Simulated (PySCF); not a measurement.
A structure optimised at PBE-D3(BJ)/def2-SVP, used in a PySCF frequency run:

```xyz
12

Si    -1.5694     0.9163    -0.0466
N     -0.0470     0.0111     0.0025
Si     0.0164    -1.6931    -0.4819
Si     1.4542     0.8483     0.4444
H     -2.6804     0.0779     0.5495
H     -1.3570     2.1642     0.7853
H      0.8643    -1.8837    -1.7107
H     -1.3905    -2.1343    -0.7738
H      0.5931    -2.5373     0.6227
H      1.5148     1.1263     1.9218
H      1.5670     2.1535    -0.2950
H      2.6015    -0.0467     0.0607
```
Charge 0, spin multiplicity 2.

Q: Write its SMILES and formula.

A: [SiH2]N([SiH3])[SiH3], H₈NSi₃

Q: What are its rotational constants (standard atomic weights)?

A: 3.1157, 3.0152, 1.6007 GHz
